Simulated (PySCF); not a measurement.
A structure optimised at PBE-D3(BJ)/def2-SVP, used in a PySCF frequency run:

```xyz
9

C     -0.3815     2.2625     0.0000
C      0.2492     0.9153     0.0000
F      1.5967     0.9055     0.0000
C     -0.4087    -0.2655     0.0000
F     -1.7475    -0.3155     0.0000
Cl     0.3658    -1.8026     0.0000
H     -0.0660     2.8399    -0.8947
H     -0.0660     2.8399     0.8947
H     -1.4830     2.1790     0.0000
```

Q: Write its SMILES, formula and point group.

A: C/C(F)=C(\F)Cl, C3H3ClF2, Cs

Q: What are its rotational constants (standard atomic weights)?

A: 4.2366, 2.2257, 1.4729 GHz
